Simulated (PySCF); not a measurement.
C₉H₆ClN.
Atom-mapped SMILES: `[Cl:1][c:2]1[cH:3][cH:4][c:5]2[cH:6][n:7][cH:8][cH:9][c:10]2[cH:11]1`

Probes without a nucleus sit at each ring's centroid and 1 Å off its mean plane on both sides; NICS is minus the shielding there, NICSzz its component along the normal. Level: GIAO PBE0/pcSseg-1 (PySCF, non-relativistic, gas phase) on the GFN2-xTB geometry, one conformer.

Ring bond lengths (Å), with Mayer bond orders in brackets: C2–C3 1.407 (1.24), C3–C4 1.366 (1.55), C4–C5 1.410 (1.26), C5–C10 1.420 (1.25), C10–C11 1.410 (1.26), C11–C2 1.368 (1.45); C5–C6 1.413 (1.25), C6–N7 1.303 (1.59), N7–C8 1.342 (1.35), C8–C9 1.369 (1.53), C9–C10 1.411 (1.25), C10–C5 1.420 (1.25).

Task: Give the NICS values of each ring in ppm.

Result: 
```csv
ring,type,NICS(0),"NICS(1), two faces","NICS(1)zz, two faces",rms pucker (Å),"centre to ring atoms, mean (Å)"
C2–C3–C4–C5–C10–C11,6-membered carbocycle; formal bonds all aromatic,-9.4,-11.6 / -11.6,-27.7 / -27.7,0.00,1.40
C5–C6–N7–C8–C9–C10,6-membered ring with N; formal bonds all aromatic,-7.8,-11.5 / -11.6,-28.6 / -28.6,0.00,1.38
```

Task: What can be read from them?

Result: 
- C2–C3–C4–C5–C10–C11: mean NICS(1)zz -27.7 ppm, shielded, aromatic by this magnetic criterion (flat ring, no four-coordinate atom), though in fused rings the probe also feels the neighbouring ring.
- C5–C6–N7–C8–C9–C10: mean NICS(1)zz -28.6 ppm, shielded. The ring is flat and has no four-coordinate atom; by the NICS criterion it is aromatic, though in fused rings the probe also feels the neighbouring ring.

Task: And the bond-length index? HOMA takes Krygowski's 1993 parameters.

Result: 
- C2–C3–C4–C5–C10–C11: HOMA 0.86 = 1 − EN − GEO, with mean bond length 1.397 Å, EN = α(Ropt − mean)² = 0.019 and GEO = α × variance = 0.121. The geometric and the magnetic index point the same way.
- C5–C6–N7–C8–C9–C10: HOMA 0.88; the largest term is that of C10–C5, α(R − Ropt)² = 0.26. The geometric and the magnetic index point the same way.

Task: What is the mean of the two in-plane components of NICS at the second NICS(1) probe listed for ring C5–C6–N7–C8–C9–C10, 1 Å off the ring?

Result: The isotropic value is a third of the trace: (3 × -11.6 − (-28.6))/2 = -3.1 ppm.

Task: List the ring angles and the Hirshfeld charges of the ring atoms.

Result: 
- C2–C3–C4–C5–C10–C11: C2 121.6° (+0.022 e), C3 119.7° (-0.056 e), C4 120.5° (-0.034 e), C5 119.3° (-0.009 e), C10 119.3° (+0.008 e), C11 119.5° (-0.058 e); sum 720.0° against 720° for a flat convex ring.
- C5–C6–N7–C8–C9–C10: C5 117.3° (-0.009 e), C6 124.0° (+0.026 e), N7 118.5° (-0.163 e), C8 123.7° (+0.010 e), C9 119.0° (-0.053 e), C10 117.6° (+0.008 e); sum 720.0° against 720° for a flat convex ring.

Task: What are the shieldings of the ring atoms and their hydrogens in the same run (means over atoms taken as equivalent)?

Result: 
| atoms | environment | σ isotropic (ppm) |
| --- | --- | --- |
| C2 | aromatic C–Cl carbon | 39.1 |
| C3 | aromatic CH carbon | 53.0 |
| C4 | aromatic CH carbon | 52.0 |
| C5 | ring-fusion aromatic carbon | 57.0 |
| C6 | aromatic CH next to a ring nitrogen | 29.4 |
| N7 | pyridine-type nitrogen | -87.9 |
| C8 | aromatic CH next to a ring nitrogen | 35.6 |
| C9 | aromatic CH carbon | 62.4 |
| C10 | ring-fusion aromatic carbon | 45.9 |
| C11 | aromatic CH carbon | 54.6 |
| H on C3 | aromatic hydrogen | 23.87 |
| H on C4 | aromatic hydrogen | 23.54 |
| H on C6 | aromatic hydrogen | 22.18 |
| H on C8 | aromatic hydrogen | 22.60 |

The list is cut; further classes of hydrogen are left out.
